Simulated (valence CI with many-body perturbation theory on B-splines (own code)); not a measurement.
**A CI+MBPT run for Bi III**

Method: valence CI with perturbative core correlation (CI+MBPT): three valence electrons over a frozen Dirac-Fock core [Xe] 4f14 5d10, a basis of 9 s, 8 p, 4 d, 1 f functions for each j, with the one-electron correlation potential Σ1 (screened to all orders), the two-electron term Σ2, the three-electron term Σ3, Breit, model QED; selected single and double excitations, second order for the rest, scaled by the run's own slope (own B-spline code, finite nucleus).

Command, and the settings that its task file holds:

```sh
python run_cv.py task.json out
```

```
atom Bi  Z=83  mass_number=209  rms_radius_fm=5.5211
core [Xe] 4f14 5d10
valence 6s2 6p1
avg = 1
basis = S
breit = 1
cap = 10000
capref = 1200
cscale = 1
de = 0.0
dress = 0
eps = 2e-08
extrap = 1
h = 0.27
hh = 1
l2 = 3
lcore = 6
maxit = 60
n2 = 5
natural = 1
nlev = 20
nno = [6, 5, 2, 0, 0]
nroot = 26
nsp = [3, 3, 2, 1, 0]
pt2 = 1
qed = 1
rpa = 1
s1 = 1
s2 = 1
s3 = 1
screen = 1
tol = 2e-05
whole = 1
```

It took 2.3 min on 1 thread of Intel(R) Xeon(R) Platinum 8175M CPU @ 2.50GHz (Skylake/Cascade Lake), on a shared host.

Log. The first blocks belong to the next ion, which gives the ionisation energy. Fields: 2J, parity (1 odd), roots, reference size, generating configurations, candidates as configurations/state functions, variational space P, stored matrix elements, Davidson steps; e2 is the range of second-order energies in hartree. The first line gives the box (bohr), its intervals, the orbitals and the steps of their self-consistent field. Window is the range of levels sought, series limit the energy at which the first omitted orbital would enter, core excitation an estimate of the first excitation out of the core, left out the lowest levels not solved, and shifts from estimates the range by which levels moved from their first estimate, all in cm⁻¹.

```
rmax 21.1 intervals 64 orbitals 35 references ['6s2 6p'] scf 8 t 2.8
2J=0 par=0 roots 2 ref 15 generators 8 cand 124/124 P 132/132 nnz 0 it 0
2J=0 par=0 roots 2 ref 15 generators 21 cand 7/7 P 139/139 nnz 0 it 0
   second order: generators 24 cand 0/0 e2 -0.00000 -0.00000
reference levels 52, estimated 45, window 145983 1/cm; series limit 145983, core excitation 200804
2J=1 par=1 roots 4 ref 10 generators 28 cand 1398/1930 P 1063/1573 nnz 0 it 3
2J=1 par=1 roots 4 ref 10 generators 61 cand 1911/2696 P 1328/1981 nnz 0 it 6
   second order: generators 88 cand 1797/2485 e2 -0.00000 -0.00000
2J=3 par=1 roots 3 ref 13 generators 24 cand 1669/3090 P 1162/2264 nnz 0 it 4
2J=3 par=1 roots 3 ref 13 generators 47 cand 2197/4019 P 1323/2568 nnz 9e+05 it 5
   second order: generators 70 cand 2235/4032 e2 -0.00001 -0.00000
2J=1 par=0 roots 5 ref 5 generators 28 cand 1719/2399 P 987/1451 nnz 0 it 4
2J=1 par=0 roots 5 ref 5 generators 72 cand 2119/2989 P 1486/2166 nnz 0 it 5
   second order: generators 114 cand 1696/2377 e2 -0.00001 -0.00000
2J=3 par=0 roots 5 ref 5 generators 30 cand 2483/4584 P 999/1964 nnz 0 it 6
2J=3 par=0 roots 5 ref 5 generators 70 cand 2498/4563 P 1496/2944 nnz 1.2e+06 it 9
   second order: generators 112 cand 2062/3692 e2 -0.00001 -0.00000
2J=5 par=0 roots 4 ref 4 generators 21 cand 2068/3915 P 870/1680 nnz 0 it 10
2J=5 par=0 roots 4 ref 4 generators 57 cand 2305/4262 P 1249/2406 nnz 0 it 10
   second order: generators 91 cand 2031/3714 e2 -0.00001 -0.00000
2J=7 par=1 roots 2 ref 5 generators 18 cand 1460/2527 P 712/1303 nnz 0 it 4
2J=7 par=1 roots 2 ref 5 generators 41 cand 1550/2641 P 922/1662 nnz 0 it 4
   second order: generators 63 cand 1421/2412 e2 -0.00001 -0.00000
2J=5 par=1 roots 2 ref 9 generators 22 cand 1756/3306 P 962/1880 nnz 0 it 4
2J=5 par=1 roots 2 ref 9 generators 45 cand 2158/3973 P 1158/2252 nnz 0 it 4
   second order: generators 71 cand 2064/3773 e2 -0.00001 -0.00000
left out: unestimated 200232, estimated 167431, shifts from estimates -10 to 0
operators 19.3
```

The Davidson iterations converged.

Against 14 measured levels this calculation errs by 733 cm⁻¹ on average and by 1873 at most. These come from a selection out of Moore, Atomic Energy Levels, vol. III, NSRDS-NBS 35 (1971 reprint of NBS Circular 467, 1958), an old analysis. Levels without a partner in it may be off by more. 1 measured level below the end of the list, from 108586 cm⁻¹ on, found no clear computed partner.

```
Valence energy                            : -4.636588 hartree
Ionisation energy                         : 25.473 eV (NIST: 25.5708 eV (measured))
Reference configurations for the orbitals : 6s2 6p
Radial orbitals                           : 35
Box radius                                : 21.07 bohr
Largest variational space                 : 2944
Lowest levels                             : 6s2.6p 2P°_1/2 0.0, 6s2.6p 2P°_3/2 20994, 6s.6p2 4P_1/2 69195, 6s.6p2 4P_3/2 81904, 6s.6p2 4P_5/2 88716, 6s2.7s 2S_1/2 95093, 6s2.6d 2D_3/2 [a] 96222, 6s2.6d 2D_5/2 102537, 6s.6p2 2P_1/2 109443, 6s2.6d 2D_3/2 [b] 110226, 6s2.7p 2P°_1/2 116729, 6s.6p2 2D_5/2 117812, 6s2.7p 2P°_3/2 121808, 6s.6p2 2S_1/2 132425 cm⁻¹
```

Names give the largest LS component (configuration and term), which can be under half, so a name can repeat, a term be missing and a line seem to break the LS rules; names also repeat where a configuration has a term twice. Letters in brackets count levels of one name in rising energy.
